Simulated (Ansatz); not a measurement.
One change: `C=CSC` becomes `C=CS[SiH2]N`.

Ansatz, PBE0-D4/def2-TZVP geometries, multiplicity 1. Each molecule was computed in one conformer, which needn't be the lowest.

```
                             property  `C=CSC`
   LUMO energy (PBE0/def2-TZVPP) / eV    -0.01
  LUMO energy (B3LYP/def2-TZVPP) / eV    -0.24
LUMO energy (ωB97M-V/def2-TZVPP) / eV     2.03
HOMO–LUMO gap (B3LYP/def2-TZVPP) / eV     5.70
 HOMO–LUMO gap (PBE0/def2-TZVPP) / eV     6.14
   HOMO energy (PBE0/def2-TZVPP) / eV    -6.15
```

Task: Give the same properties after the change, and the shifts. (Estimate.)

Result: The calculation gave: 
| property | `C=CS[SiH2]N` | shift |
| --- | --- | --- |
| LUMO energy (PBE0/def2-TZVPP) / eV | -0.20 | -0.19 |
| LUMO energy (B3LYP/def2-TZVPP) / eV | -0.41 | -0.17 |
| LUMO energy (ωB97M-V/def2-TZVPP) / eV | 1.84 | -0.19 |
| HOMO–LUMO gap (B3LYP/def2-TZVPP) / eV | 5.92 | 0.22 |
| HOMO–LUMO gap (PBE0/def2-TZVPP) / eV | 6.35 | 0.21 |
| HOMO energy (PBE0/def2-TZVPP) / eV | -6.56 | -0.41 |

With PBE0 the HOMO falls by 0.41 eV and the LUMO falls by 0.19 eV, so the gap widens by about 0.22 eV. PBE moves the HOMO by -0.40 eV and ωB97M-V by -0.40 eV.

B3LYP here is the variant with VWN-RPA as its local correlation; programs differ in this.
